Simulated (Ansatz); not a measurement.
C$_{5}$H$_{13}$FSi, singlet, at a GFN2-xTB geometry, atoms displaced at random by about 0.03 Å a coordinate; Ansatz (a program for electronic structure) with HF/STO-3G, gradient.

Here is a job for Ansatz.
Ansatz 0.2 input:
```yaml
crystal:
  periodic: [false, false, false]
  atoms:
    - {symbol: C, position_ang: [-1.89410588, -1.66794228, 0.21499792]}
    - {symbol: C, position_ang: [-1.28012487, -0.39370322, 0.97337960]}
    - {symbol: Si, position_ang: [-0.00838416, 0.50609156, -0.14420313]}
    - {symbol: C, position_ang: [0.61583089, 2.04715290, 0.77032739]}
    - {symbol: F, position_ang: [-0.78362816, 1.00563492, -1.43699007]}
    - {symbol: C, position_ang: [1.34343375, -0.61322293, -0.71124200]}
    - {symbol: C, position_ang: [2.21491902, -1.27887471, 0.30457686]}
    - {symbol: H, position_ang: [-1.11465267, -2.38654243, 0.13388067]}
    - {symbol: H, position_ang: [-2.72923346, -2.11001895, 0.86938262]}
    - {symbol: H, position_ang: [-2.32502514, -1.44150961, -0.68959772]}
    - {symbol: H, position_ang: [-2.15685571, 0.29955915, 1.15864508]}
    - {symbol: H, position_ang: [-0.86494293, -0.73043889, 1.91411201]}
    - {symbol: H, position_ang: [1.27025612, 2.61902860, 0.09797833]}
    - {symbol: H, position_ang: [-0.18101464, 2.69782326, 1.05816327]}
    - {symbol: H, position_ang: [1.16446331, 1.84808066, 1.70791280]}
    - {symbol: H, position_ang: [0.94256948, -1.34250685, -1.41154018]}
    - {symbol: H, position_ang: [2.02579556, 0.00919008, -1.39956801]}
    - {symbol: H, position_ang: [1.56966532, -1.90680359, 1.01022729]}
    - {symbol: H, position_ang: [2.97810086, -1.86019282, -0.13093650]}
    - {symbol: H, position_ang: [2.64801402, -0.51480756, 0.96553147]}
basis:
  gaussian:
    orbitals: STO-3G
hamiltonian:
  xc: hf
output: {forces: true}
```

Q: Write the output that Ansatz gives for this input, abridged.

A: 
```
Functional definition: HF
710 factors; integrals over basis functions are off by at most 3.7e-5 eV
mean field evaluation 1: about -15734.1811 eV, gradient 2.1e1 eV
mean field evaluation 2: about -15734.4910 eV, gradient 2.1e1 eV
mean field evaluation 4: about -15736.5239 eV, gradient 1.4e0 eV
mean field evaluation 8: about -15736.5324 eV, gradient 2.1e-2 eV
mean field -15736.53240111 eV, -578.3068991362 hartree, gradient 2.7e-5 eV, S^2 0.000000; 0 other end points of the search recorded, 0 dependent functions left out
the calculation of the forces begins
reference -15736.53240111 eV, -578.3068991362 hartree; 33, 33 occupied and 19, 19 virtual orbitals, 710 factors
Total energy: -15736.53240111 eV, -578.3068991362 hartree
Atom 0 at    -1.894106    -1.667942     0.214998 Å, force    -0.549323     0.474072     6.156354 eV/Å
Atom 1 at    -1.280125    -0.393703     0.973380 Å, force    -2.015801     0.158439    -2.397356 eV/Å
Atom 2 at    -0.008384     0.506092    -0.144203 Å, force    -0.517774     0.152018     3.073673 eV/Å
Atom 3 at     0.615831     2.047153     0.770327 Å, force     1.230232    -0.611481    -0.240895 eV/Å
Atom 4 at    -0.783628     1.005635    -1.436990 Å, force    -0.625567     0.402374    -1.115435 eV/Å
Atom 5 at     1.343434    -0.613223    -0.711242 Å, force     1.416312     1.916048    -4.021715 eV/Å
Atom 6 at     2.214919    -1.278875     0.304577 Å, force    -2.168159    -0.052609     4.340061 eV/Å
Atom 7 at    -1.114653    -2.386542     0.133881 Å, force     0.492909    -1.008771    -0.547427 eV/Å
Atom 8 at    -2.729233    -2.110019     0.869383 Å, force     1.922054     0.783161    -1.436303 eV/Å
Atom 9 at    -2.325025    -1.441510    -0.689598 Å, force    -0.906149     0.806439    -2.938236 eV/Å
Atom 10 at    -2.156856     0.299559     1.158645 Å, force     1.733982    -1.030260     0.098589 eV/Å
Atom 11 at    -0.864943    -0.730439     1.914112 Å, force    -0.006738     0.186152     0.150552 eV/Å
Atom 12 at     1.270256     2.619029     0.097978 Å, force    -0.280873    -0.289711     0.610732 eV/Å
Atom 13 at    -0.181015     2.697823     1.058163 Å, force    -0.744666     0.329050    -0.084403 eV/Å
Atom 14 at     1.164463     1.848081     1.707913 Å, force    -0.272219    -0.183056    -1.040538 eV/Å
Atom 15 at     0.942569    -1.342507    -1.411540 Å, force    -0.213964    -0.168744     0.366296 eV/Å
Atom 16 at     2.025796     0.009190    -1.399568 Å, force    -1.434723    -1.154037     1.625510 eV/Å
Atom 17 at     1.569665    -1.906804     1.010227 Å, force     1.539892     0.755832    -1.596959 eV/Å
Atom 18 at     2.978101    -1.860193    -0.130937 Å, force     1.138501    -0.996381    -0.522802 eV/Å
Atom 19 at     2.648014    -0.514808     0.965531 Å, force     0.262075    -0.468534    -0.479696 eV/Å
Dipole moment:     0.142932    -0.061267     0.137592 e Å
```
